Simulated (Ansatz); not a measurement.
Harmonic frequencies (cm⁻¹) at PBE0-D4/def2-TZVP from Ansatz: 105, 147, 165, 414, 562, 562, 731, 825, 862, 883, 971, 986, 1350, 1467, 1475, 2137, 2139, 2179, 3058, 3145, 3155.

Task: Which molecule is it?
A. `C[NH][GeH2][Cl]`
B. `S[CH2][GeH3]`
C. `[CH3][GeH2][SH]`
D. `C[S][GeH3]`

Result: D.
